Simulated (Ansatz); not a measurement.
Br2Hg, charge +1, doublet, geometry from GFN2-xTB (such geometries of metal compounds can be far from the true shape) (a state made from the parent by changing its charge; the spin is typed, not shown lowest) (core potentials on Hg); B3LYP/def2-SV(P) in Ansatz (an electronic-structure program).

Input for Ansatz:
Ansatz 0.2 input:
```yaml
crystal:
  periodic: [false, false, false]
  atoms:
    - {symbol: Hg, position_ang: [0.00000000, 0.00000000, 0.00000000]}
    - {symbol: Br, position_ang: [0.00000000, 0.00000000, 2.54866416]}
    - {symbol: Br, position_ang: [-0.00000000, -0.00000000, -2.54866416]}
basis:
  gaussian:
    orbitals: def2-SV_P_.json
hamiltonian:
  xc: b3lyp
total_charge: 1
magnetization: {spin_polarized: true, initial_magnetization: 1}
```
The basis file holds def2-SV(P) in the JSON format of the Basis Set Exchange.

Output, abridged:

```
Functional definition: B3LYP
934 factors; integrals over basis functions are off by at most 2.5e-4 eV
mean field evaluation 1: about -144243.4317 eV, gradient 2.2e1 eV
mean field evaluation 2: about -144239.5391 eV, gradient 3.7e1 eV
mean field evaluation 4: about -144246.7585 eV, gradient 7.0e-1 eV
mean field evaluation 8: about -144246.8078 eV, gradient 4.0e-1 eV
mean field evaluation 16: about -144246.8091 eV, gradient 2.0e-5 eV
mean field evaluation 32: about -144246.8091 eV, gradient 2.1e-6 eV
mean field evaluation 64: about -144246.8091 eV, gradient 2.6e-6 eV
mean field -144246.80909029 eV, -5300.9724600694 hartree, gradient 2.6e-6 eV, S^2 0.753622; 8 other end points of the search recorded, 0 dependent functions left out
reference -144246.80931444 eV, -5300.9724683065 hartree; 45, 44 occupied and 44, 45 virtual orbitals, 934 factors
Total energy: -144246.80931444 eV, -5300.9724683065 hartree
```
